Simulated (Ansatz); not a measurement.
CaTe₂, relaxed as a singlet with RKS r2SCAN-D4/def2-TZVP in Ansatz, starting from the GFN1-xTB geometry. Force threshold 0.02 eV/Å.

In the def2 sets Te takes a core potential; there is no spin–orbit coupling. The structure comes from a short search, and lower isomers may exist.

Start:

Cartesian coordinates in Å:
```
Ca -0.049 -0.911 1.318
Te 1.100 -0.325 -1.160
Te -1.052 1.235 -0.159
```

Problem. Estimate the energy that the relaxation releases and the steps that it takes.

Solution. 0.1 kcal/mol, in 3 steps; 7 s on 4 threads of Intel Xeon on a shared host. No frequencies were taken in this run, so the end may be a saddle point.

Problem. Does the start keep its bonding and symmetry?

Solution. By distances, no bond broke or formed. The bond that changes most is Ca1–Te3, from 2.79 to 2.82 Å (atoms count from 1). Point group C2v at the start, C2v at the end, both within 0.05 Å.

Problem. Predict the relaxed structure.

Solution. 
```xyz
3

Ca   -0.049   -0.922    1.334
Te    1.099   -0.318   -1.166
Te   -1.050    1.240   -0.168
```
Bond lengths: 2 × Ca–Te 2.82 Å; 1 × Te–Te 2.84 Å.
